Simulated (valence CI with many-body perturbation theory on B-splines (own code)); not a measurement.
## E1 line list for Pm²⁹⁺

Method: relativistic CI+MBPT: four valence electrons over a frozen Dirac-Fock core [Ar] 3d10, a basis of 11 s, 11 p, 9 d, 7 f, 5 g, 2 h, 1 i functions for each j, with the one-electron correlation potential Σ1, the two-electron term Σ2, the three-electron term Σ3, Breit, model QED; selected CI, second order for the rest (own B-spline code, finite nucleus).

The last digits are not significant, and no measured levels were compared; by estimate large intervals hold to a few tenths of a per cent, small ones and those within an open d or f shell to about a per cent.

Lines 1 to 50 of 222 in falling wavelength, among levels below 2197300 cm⁻¹, chosen from the strongest by gf and those to the six lowest levels. Wavelengths and rates use the calculated energies. Electric multipoles are in the length gauge, E1 and E2 with the static RPA response of the core. Weak lines are less certain than strong ones. Lines between different terms over intervals too small for the method are left out, as are lines whose strength nearly cancels. The highest levels of a list are the least certain.

Levels are named by their leading jj configuration (3d3/2^4 stands for four electrons in 3d with j = 3/2), which in mixed levels can hold well under half, so a name can repeat and another be missing. Letters in brackets count levels of one name in rising energy.

| λ vac (Å) | Upper | Lower | A (s⁻¹) | S (a.u.) |
| --- | --- | --- | --- | --- |
| 427.9 | (4s 4p1/2^2 4p3/2) J=2 | (4s^2 4p3/2^2) J=2 | 1.27e+07 | 2.46e-03 |
| 377.8 | (4s 4p1/2^2 4p3/2) J=1 | (4s^2 4p3/2^2) J=0 | 1.61e+07 | 1.28e-03 |
| 311.1 | (4s 4p1/2^2 4p3/2) J=1 | (4s^2 4p3/2^2) J=2 | 1.26e+08 | 5.60e-03 |
| 244.0 | (4s 4p1/2 4p3/2 4d3/2) J=3 [a] | (4s^2 4p3/2 4d3/2) J=2 | 1.08e+09 | 5.41e-02 |
| 240.2 | (4s 4p1/2 4p3/2 4d5/2) J=4 [a] | (4s^2 4p3/2 4d3/2) J=3 | 1.06e+09 | 6.54e-02 |
| 231.7 | (4s 4p1/2 4p3/2 4d5/2) J=4 [b] | (4s^2 4p3/2 4d3/2) J=3 | 1.52e+09 | 8.38e-02 |
| 220.7 | (4s 4p1/2 4p3/2 4d5/2) J=4 [b] | (4s^2 4p3/2 4d5/2) J=4 | 1.05e+09 | 5.04e-02 |
| 218.1 | (4s 4p1/2 4p3/2^2) J=2 | (4s^2 4p3/2^2) J=2 | 6.78e+08 | 1.74e-02 |
| 216.9 | (4s 4p1/2 4p3/2 4d5/2) J=4 [c] | (4s^2 4p3/2 4d5/2) J=3 | 3.35e+09 | 1.52e-01 |
| 216.5 | (4s 4p1/2 4p3/2 4d5/2) J=3 [b] | (4s^2 4p3/2 4d5/2) J=2 | 1.97e+09 | 6.92e-02 |
| 210.6 | (4s 4p1/2^2 4d5/2) J=3 | (4s^2 4p1/2 4d5/2) J=2 | 3.03e+09 | 9.77e-02 |
| 210.4 | (4p1/2^2 4p3/2^2) J=2 | (4s 4p1/2 4p3/2^2) J=1 [b] | 2.42e+09 | 5.57e-02 |
| 205.8 | (4p1/2 4p3/2^3) J=2 | (4s 4p3/2^3) J=1 | 3.91e+09 | 8.42e-02 |
| 203.3 | (4s 4p1/2^2 4d5/2) J=3 | (4s^2 4p1/2 4d5/2) J=3 | 3.10e+09 | 8.99e-02 |
| 202.5 | (4s 4p1/2 4p3/2 4d5/2) J=3 [a] | (4s^2 4p3/2 4d3/2) J=2 | 1.47e+09 | 4.22e-02 |
| 201.8 | (4s 4p1/2^2 4p3/2) J=2 | (4s^2 4p1/2 4p3/2) J=2 | 3.42e+09 | 6.94e-02 |
| 201.6 | (4s 4p1/2 4p3/2 4d5/2) J=5 | (4s^2 4p3/2 4d5/2) J=4 | 5.32e+09 | 2.37e-01 |
| 197.1 | (4s 4p1/2 4p3/2^2) J=3 | (4s^2 4p3/2^2) J=2 | 5.60e+09 | 1.48e-01 |
| 196.6 | (4s 4p1/2 4p3/2 4d5/2) J=2 [c] | (4s^2 4p3/2 4d5/2) J=1 | 2.47e+09 | 4.63e-02 |
| 196.0 | (4s 4p1/2^2 4d3/2) J=2 | (4s^2 4p1/2 4d3/2) J=2 [b] | 3.65e+09 | 6.79e-02 |
| 193.5 | (4p1/2^2 4p3/2^2) J=2 | (4s 4p1/2 4p3/2^2) J=1 [a] | 2.97e+09 | 5.32e-02 |
| 192.1 | (4s 4p1/2^2 4p3/2) J=2 | (4s^2 4p1/2 4p3/2) J=1 | 5.07e+09 | 8.86e-02 |
| 190.1 | (4s 4p1/2 4p3/2^2) J=1 [a] | (4s^2 4p3/2^2) J=0 | 2.36e+09 | 2.40e-02 |
| 187.1 | (4s 4p1/2 4p3/2 4d5/2) J=3 [e] | (4s^2 4p3/2 4d5/2) J=3 | 3.35e+09 | 7.57e-02 |
| 185.0 | (4p1/2^2 4p3/2^2) J=2 | (4s^2 4p1/2 4d3/2) J=2 [a] | 7.00e+09 | 1.09e-01 |
| 179.0 | (4s 4p1/2^2 4d5/2) J=2 | (4s^2 4p1/2 4d5/2) J=2 | 2.92e+09 | 4.14e-02 |
| 178.9 | (4s^2 4p1/2 4d3/2) J=2 [a] | (4s^2 4p3/2^2) J=2 | 2.74e+09 | 3.88e-02 |
| 178.5 | (4p1/2^2 4p3/2^2) J=0 | (4s 4p1/2 4p3/2^2) J=1 [b] | 2.98e+10 | 8.35e-02 |
| 176.3 | (4p1/2 4p3/2^3) J=1 | (4s 4p3/2^3) J=2 | 1.13e+10 | 9.19e-02 |
| 176.2 | (4s 4p1/2 4p3/2^2) J=1 [b] | (4s^2 4p3/2^2) J=0 | 4.88e+09 | 3.95e-02 |
| 176.0 | (4s 4p1/2 4p3/2 4d5/2) J=2 [e] | (4s^2 4p3/2 4d5/2) J=3 | 3.27e+09 | 4.40e-02 |
| 175.3 | (4s 4p1/2^2 4d5/2) J=2 | (4s^2 4p1/2 4d3/2) J=1 | 3.61e+09 | 4.81e-02 |
| 175.1 | (4p1/2 4p3/2^3) J=2 | (4s 4p3/2^3) J=2 | 8.84e+09 | 1.17e-01 |
| 173.7 | (4s 4p1/2^2 4d5/2) J=2 | (4s^2 4p1/2 4d5/2) J=3 | 7.66e+09 | 9.90e-02 |
| 172.3 | (4s 4p1/2 4p3/2 4d5/2) J=2 [c] | (4s^2 4p3/2 4d5/2) J=2 | 4.48e+09 | 5.65e-02 |
| 171.6 | (4s 4p1/2 4p3/2^2) J=1 [a] | (4s^2 4p3/2^2) J=2 | 3.40e+09 | 2.54e-02 |
| 171.4 | (4s 4p1/2^2 4p3/2) J=1 | (4s^2 4p1/2 4p3/2) J=2 | 1.17e+10 | 8.73e-02 |
| 168.9 | (4p1/2^2 4p3/2^2) J=2 | (4s 4p1/2 4p3/2^2) J=3 | 1.70e+10 | 2.02e-01 |
| 168.1 | (4s 4p1/2 4p3/2 4d3/2) J=2 [c] | (4s^2 4p3/2 4d3/2) J=3 | 6.02e+09 | 7.06e-02 |
| 166.8 | (4s 4p1/2 4p3/2 4d5/2) J=4 [d] | (4s^2 4p3/2 4d5/2) J=4 | 5.72e+09 | 1.18e-01 |
| 166.2 | (4p1/2^2 4p3/2^2) J=0 | (4s 4p1/2 4p3/2^2) J=1 [a] | 1.94e+10 | 4.39e-02 |
| 166.1 | (4s 4p1/2 4p3/2 4d5/2) J=3 [d] | (4s^2 4p3/2 4d5/2) J=4 | 9.21e+09 | 1.46e-01 |
| 164.4 | (4s 4p1/2^2 4p3/2) J=1 | (4s^2 4p1/2 4p3/2) J=1 | 2.25e+09 | 1.48e-02 |
| 160.2 | (4s 4p1/2 4p3/2^2) J=1 [b] | (4s^2 4p3/2^2) J=2 | 4.64e+09 | 2.83e-02 |
| 157.1 | (4s^2 4p1/2 4d3/2) J=2 [b] | (4s^2 4p3/2^2) J=2 | 4.35e+09 | 4.16e-02 |
| 156.4 | (4s 4p1/2^2 4d3/2) J=2 | (4s 4p1/2 4p3/2^2) J=3 | 1.05e+10 | 9.89e-02 |
| 156.0 | (4p1/2^2 4p3/2^2) J=2 | (4s 4p1/2 4p3/2^2) J=2 | 5.49e+09 | 5.15e-02 |
| 152.8 | (4s^2 4p1/2 4d3/2) J=1 | (4s^2 4p3/2^2) J=0 | 3.91e+08 | 2.07e-03 |
| 152.3 | (4s 4p1/2 4p3/2 4d5/2) J=2 [b] | (4s 4p3/2^3) J=2 | 7.01e+09 | 6.10e-02 |
| 145.4 | (4s 4p1/2 4p3/2 4d3/2) J=2 [a] | (4s^2 4p1/2 4d3/2) J=2 [b] | 4.53e+09 | 3.44e-02 |
